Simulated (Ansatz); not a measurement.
A run for Ansatz (a quantum-chemistry and plane-wave program): U-CCSD(T)/def2-TZVPP on SbN, 2S+1 = 3, a spin state set in the input, which need not be the lowest, a point of a bond scan (R = 1.991 Å). Elements past Kr take the def2 small-core potentials; no spin–orbit coupling.

Ansatz 0.2 input:
```yaml
crystal:
  periodic: [false, false, false]
  atoms:
    - {symbol: N, position_ang: [0.00000000, 0.00000000, 0.00000000]}
    - {symbol: Sb, position_ang: [0.00000000, 0.00000000, 1.99056200]}
basis:
  gaussian:
    orbitals: def2-TZVPP
    pivot_positions_ang: [[0.00000000, 0.00000000, 0.00000000], [0.00000000, 0.00000000, 1.99056200]]
magnetization: {spin_polarized: true, initial_magnetization: 2}
correlation: {method: ccsd_t, electrons: valence}
output: {orbitals: {seedname: ./end}}
```

Program output:

```
WARN ansatz: RAYON_NUM_THREADS=1 ignored (pool sized by the plan → 1); use --threads N
Functional definition: HF
integrals: 0.09 GiB planned
731 factors; integrals over basis functions are off by at most 2.4e-4 eV
mean field: 0.19 GiB planned
mean field evaluation 1: about -7984.0930 eV, gradient 2.6e1 eV
mean field evaluation 2: about -7984.0942 eV, gradient 2.6e1 eV
mean field evaluation 4: about -7988.0580 eV, gradient 3.5e0 eV
mean field evaluation 8: about -7988.1592 eV, gradient 2.3e0 eV
mean field evaluation 16: about -7989.4561 eV, gradient 2.0e-4 eV
mean field evaluation 32: about -7983.9620 eV, gradient 1.7e1 eV
mean field evaluation 64: about -7988.9018 eV, gradient 6.4e-1 eV
mean field evaluation 96: about -7988.5513 eV, gradient 2.7e0 eV
mean field evaluation 128: about -7988.0289 eV, gradient 3.2e-1 eV
mean field evaluation 160: about -7988.0491 eV, gradient 5.7e-1 eV
mean field evaluation 192: about -7989.0312 eV, gradient 5.3e0 eV
mean field evaluation 224: about -7990.6347 eV, gradient 9.5e-5 eV
mean field evaluation 256: about -7990.0949 eV, gradient 3.4e0 eV
mean field evaluation 288: about -7989.3442 eV, gradient 2.9e0 eV
mean field evaluation 320: about -7984.8610 eV, gradient 1.2e1 eV
mean field evaluation 352: about -7990.2481 eV, gradient 4.7e-2 eV
mean field evaluation 384: about -7990.6347 eV, gradient 5.9e-4 eV
mean field evaluation 416: about -7989.4106 eV, gradient 5.0e-1 eV
mean field evaluation 448: about -7989.4561 eV, gradient 2.2e-4 eV
mean field evaluation 480: about -7989.4538 eV, gradient 1.1e-1 eV
mean field evaluation 512: about -7988.5875 eV, gradient 6.4e-2 eV
mean field evaluation 544: about -7988.5866 eV, gradient 6.8e-2 eV
mean field evaluation 576: about -7987.7548 eV, gradient 6.4e0 eV
mean field evaluation 608: about -7988.1363 eV, gradient 1.4e-3 eV
mean field evaluation 640: about -7989.7940 eV, gradient 2.2e0 eV
mean field evaluation 672: about -7990.2230 eV, gradient 8.7e-1 eV
mean field evaluation 704: about -7988.3951 eV, gradient 6.5e-2 eV
mean field evaluation 736: about -7990.6347 eV, gradient 2.4e-3 eV
mean field evaluation 768: about -7987.4633 eV, gradient 8.3e0 eV
mean field evaluation 800: about -7984.2813 eV, gradient 1.3e1 eV
mean field evaluation 832: about -7988.5879 eV, gradient 3.1e-4 eV
mean field evaluation 864: about -7988.8684 eV, gradient 1.1e0 eV
mean field evaluation 896: about -7985.3646 eV, gradient 3.0e-1 eV
mean field evaluation 928: about -7983.3224 eV, gradient 1.4e1 eV
mean field evaluation 960: about -7989.3594 eV, gradient 1.1e0 eV
mean field evaluation 992: about -7989.5055 eV, gradient 5.6e0 eV
mean field evaluation 1024: about -7987.9436 eV, gradient 9.0e-1 eV
mean field evaluation 1056: about -7988.0025 eV, gradient 3.8e-1 eV
mean field evaluation 1088: about -7988.0073 eV, gradient 4.0e-1 eV
mean field evaluation 1120: about -7989.3506 eV, gradient 8.8e-1 eV
mean field evaluation 1152: about -7989.2577 eV, gradient 1.5e0 eV
mean field evaluation 1184: about -7985.7366 eV, gradient 8.1e0 eV
mean field evaluation 1216: about -7988.3137 eV, gradient 1.3e0 eV
mean field evaluation 1248: about -7988.5878 eV, gradient 2.9e-2 eV
mean field evaluation 1280: about -7986.8076 eV, gradient 3.3e-3 eV
mean field evaluation 1312: about -7988.0315 eV, gradient 3.6e-1 eV
mean field evaluation 1344: about -7988.0067 eV, gradient 4.8e-1 eV
mean field evaluation 1376: about -7989.4470 eV, gradient 7.1e-3 eV
mean field evaluation 1408: about -7988.5130 eV, gradient 1.4e0 eV
mean field evaluation 1440: about -7988.5878 eV, gradient 3.4e-2 eV
mean field evaluation 1472: about -7988.0236 eV, gradient 1.8e-1 eV
mean field evaluation 1504: about -7988.0067 eV, gradient 4.8e-1 eV
mean field evaluation 1536: about -7988.3952 eV, gradient 4.3e-4 eV
mean field evaluation 1568: about -7989.4561 eV, gradient 2.6e-3 eV
mean field evaluation 1600: about -7989.4470 eV, gradient 9.2e-4 eV
mean field evaluation 1632: about -7988.7093 eV, gradient 4.5e0 eV
mean field evaluation 1664: about -7985.9328 eV, gradient 3.6e0 eV
mean field evaluation 1696: about -7988.6553 eV, gradient 1.3e0 eV
mean field evaluation 1728: about -7984.4450 eV, gradient 1.1e1 eV
mean field evaluation 1760: about -7988.9228 eV, gradient 9.8e-6 eV
mean field -7990.63472767 eV, -293.6504099951 hartree, gradient 1.3e-6 eV, S^2 2.863971; 22 other end points of the search recorded, 0 dependent functions left out
determinant -7990.63472767 eV, -293.6504099951 hartree, with singles and doubles -8002.88310798 eV, -294.1005296693 hartree
determinant -7990.24815736 eV, -293.6362037982 hartree, with singles and doubles -8002.74880711 eV, -294.0955942032 hartree
determinant -7989.45609007 eV, -293.6070958623 hartree, with singles and doubles -8001.94745986 eV, -294.0661452351 hartree
determinant -7989.45444121 eV, -293.6070352676 hartree, with singles and doubles -8002.22647088 eV, -294.0763987010 hartree
determinant -7988.92280869 eV, -293.5874981332 hartree, with singles and doubles -8001.68873943 eV, -294.0566374346 hartree
determinant -7988.58791357 eV, -293.5751909642 hartree, with singles and doubles -8002.03471502 eV, -294.0693518032 hartree
determinant -7988.39522453 eV, -293.5681097727 hartree, with singles and doubles -8000.37169525 eV, -294.0082369537 hartree
determinant -7988.13632490 eV, -293.5585953867 hartree, with singles and doubles -8000.14082050 eV, -293.9997524633 hartree
determinant -7990.63472767 eV, -293.6504099951 hartree, with singles and doubles -8002.94337889 eV, -294.1027445844 hartree
determinant -7990.24815736 eV, -293.6362037982 hartree, with singles and doubles -8002.83226202 eV, -294.0986611145 hartree
determinant -7989.44699426 eV, -293.6067615973 hartree, with singles and doubles -8002.94898694 eV, -294.1029506762 hartree
5 core orbitals not correlated
reference -7990.63472767 eV, -293.6504099951 hartree; 11, 9 occupied and 65, 67 virtual orbitals, 731 factors
second order -11.56888605 eV of doubles, -0.00000000 eV of singles
coupled cluster: 0.38 GiB planned
cycle   1  -12.30865137 eV  change   -1.4e-7 eV  update   4.4e-6
coupled cluster: 0.39 GiB planned
perturbative correction -0.55950839 eV, -0.0205615542 hartree
WARN: the results are in doubt because among natural orbitals full CI differs from the method by -0.145 eV
Total energy: -8003.50288743 eV, -294.1233061439 hartree
In doubt: among natural orbitals full CI differs from the method by -0.145 eV
```

Self-consistency was reached. Its determinant has ⟨S²⟩ = 2.86, a mixture of spin states.

Warnings raised: large difference.

Cost: very roughly 100 core-seconds.
